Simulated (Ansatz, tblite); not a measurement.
Isomers of Ru3H6 (singlet), found by a short tight-binding search and relaxed with PBE0-D4/def2-SVP in Ansatz.

In the def2 sets Ru takes a core potential; there is no spin–orbit coupling. The xTB rows come from tblite. HSE06 is defined as in plane-wave codes, on full-range PBE exchange.

Run but left out: HF/def2-TZVP, MP2/def2-TZVP, CCSD/def2-TZVP, CCSD(T)/def2-TZVP (A: restricted singlet, unstable towards broken spin symmetry).

B: The restricted singlet is unstable towards broken spin symmetry in Hartree–Fock (as tested in another run); at PBE-D4/def2-TZVP, r2SCAN-D4/def2-TZVP, r2SCANh-D4/def2-TZVP, PBE0-D4/def2-TZVP and others this wasn't settled. C: The restricted singlet is unstable towards broken spin symmetry in Hartree–Fock (as tested in another run); at PBE-D4/def2-TZVP, r2SCAN-D4/def2-TZVP, r2SCANh-D4/def2-TZVP, PBE0-D4/def2-TZVP and others this wasn't settled.

Other spin states were run for one of them alone.

For A, a quintet lies 0.09 eV below this singlet at PBE0-D4/def2-TZVP. The order below holds within this spin alone and isn't that of the ground states.

A:

```xyz
9

Ru    0.8870    0.7617   -0.7100
Ru   -0.3068    0.3321    1.2922
Ru   -0.5802   -1.0952   -0.5807
H    -0.9794   -0.2253   -1.8375
H     1.9192    0.6884    0.4838
H    -0.0323   -1.1564    1.7450
H     0.8395   -1.6053   -1.0500
H     0.1009    2.0703   -0.3042
H    -1.8480    0.2298    0.9614
```

B:

```xyz
9

Ru    0.360    1.157   -0.330
Ru    0.087    0.228    1.669
Ru    0.569   -1.319   -0.230
H    -0.909   -1.632   -0.520
H     1.893    1.365   -0.714
H    -1.438    0.393    1.411
H    -0.945    1.352   -1.219
H     0.412   -0.091   -1.461
H    -0.029   -1.454    1.394
```

C:

```xyz
9

Ru   -0.758    0.645    0.274
Ru    1.575   -0.349    0.332
Ru   -0.247   -1.515   -0.403
H    -1.248   -1.877    0.779
H     0.789    1.191    0.646
H    -0.705    0.934    1.816
H     1.931   -0.062   -1.156
H    -1.023   -0.729   -1.569
H    -0.315    1.763   -0.718
```

Problem. Estimate their order by electronic energy at PBE0-D4/def2-TZVP, counted from the lowest.

Solution. A (0.0) < C (31.2) < B (39.8), in kJ/mol.

Problem. Do the other levels pick the same lowest one?

Solution. All that were run do. Energies above each level's lowest (kJ/mol):

```csv
level,A,B,C
GFN1-xTB,0.0,8.4,28.6
GFN2-xTB,0.0,94.7,99.9
PBE-D4/def2-TZVP,0.0,3.2,6.2
r2SCAN-D4/def2-TZVP,0.0,20.4,17.2
r2SCANh-D4/def2-TZVP,0.0,32.9,25.8
PBE0-D4/def2-TZVP,0.0,39.8,31.2
HSE06-D4/def2-TZVP,0.0,38.4,30.5
```
Point groups (tolerance 0.1 Å): A C3h, B not assigned, C not assigned. Lower isomers may exist.
